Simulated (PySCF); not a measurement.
Running PySCF for BeS⁻

File input.py (PySCF 2.14):

```python
from pyscf import gto, dft

mol = gto.M(
    atom='Be 0 0 0; S 0 0 1.902',
    basis='aug-cc-pvdz',
    charge=-1,
    spin=1,
    verbose=3,
)
mf = dft.UKS(mol, xc='hse06')
mf = mf.density_fit(auxbasis='def2-universal-jkfit')
mf.kernel()
mf.stability(internal=True, external=True)
mf.dip_moment()
print('orbital energies (hartree):', [e[max(0, n-3):n+3].round(4) for e, n in zip(mf.mo_energy, mol.nelec)])
```

```bash
$ python input.py
```

It prints (some set-up lines and the per-cycle HOMO/LUMO lines with their warnings removed):

```
converged SCF energy = -412.839181065579  <S^2> = 0.75613524  2S+1 = 2.0061259
<class 'pyscf.df.df_jk.DFUKS'> wavefunction is stable in the internal stability analysis
<class 'pyscf.df.df_jk.DFUKS'> wavefunction is stable in the real -> complex stability analysis

WARN: System has nonzero charge -1; the dipole moment is origin-dependent.
Location of origin: [0. 0. 0.]

Dipole moment(X, Y, Z, Debye): -0.00000,  0.00000, -6.32998
orbital energies (hartree): [array([-0.0262, -0.0262, -0.0101,  0.0827,  0.0842,  0.0842]), array([-0.0847, -0.0262, -0.0262,  0.0803,  0.0926,  0.0926])]
```

In short: E(SCF) = -412.839181 Eh, ⟨S²⟩ = 0.756, internal stable; real -> complex stable.

Wall time 25 s on one thread of a shared host.

The bond length is a typed value, not an optimised one. The dipole of an ion depends on the origin. No search for the lowest solution was made.
